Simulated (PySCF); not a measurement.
# Multinuclear NMR of C₆H₁₂OSi₂

Bonds (- single, = double, # triple, : aromatic): C1=C2, C2-C3, C2-C4, C4-Si5, C4-C6, C6=C7, C7-O8, O8-Si9, Si9-C4. C1 carries H10, H11; C3 carries H12, H13, H14; Si5 carries H15, H16, H17; C6 carries H18; C7 carries H19; Si9 carries H20, H21. Stereochemistry as in C=C(C)[C@@]1([SiH3])C=CO[SiH2]1. H10 is cis to C3; H20 is pro-R; H21 is pro-S; H11 is trans to C3.

- GIAO PBE0/pcSseg-1 shieldings
- geometry: GFN2-xTB
- run in PySCF
- non-relativistic Hamiltonian, isolated molecule, one conformer, one averaged value for each set of equivalent atoms

Task: Predict the 29Si NMR data.

Result: 
```
atoms                                        environment  σ (ppm)  δ (ppm)
  Si9  silicon bonded to C, O, 2 H, in a 5-membered ring    338.4      1.8
  Si5                           silicon bonded to C, 3 H    409.3    -56.4
```

Shieldings were converted by a linear fit to measured shifts: 29Si (scatter 8.9 ppm rms, 25.8 ppm with the 6 outliers that the fit left out vs TMS, solution or neat liquid). A few per cent of atoms miss by over 2 rms, more outside the fitted compound classes.

On a 400 MHz spectrometer 29Si resonates near 79.5 MHz, so 1 ppm is 79.5 Hz.

Task: Predict the 17O NMR data.

Result: 
```csv
atoms,environment,σ (ppm),δ (ppm)
O8,"oxygen bonded to C, Si, in a 5-membered ring",228.3,58.8
```

Shieldings were converted by a linear fit to measured shifts: 17O (scatter 10.7 ppm rms, 12.2 ppm with the 3 outliers that the fit left out vs liquid water, solution or neat liquid). Occasional misses reach two or three times the rms, and more in compound classes unlike the fitted ones.

On a 500 MHz spectrometer 17O resonates near 67.8 MHz, so 1 ppm is 67.8 Hz.
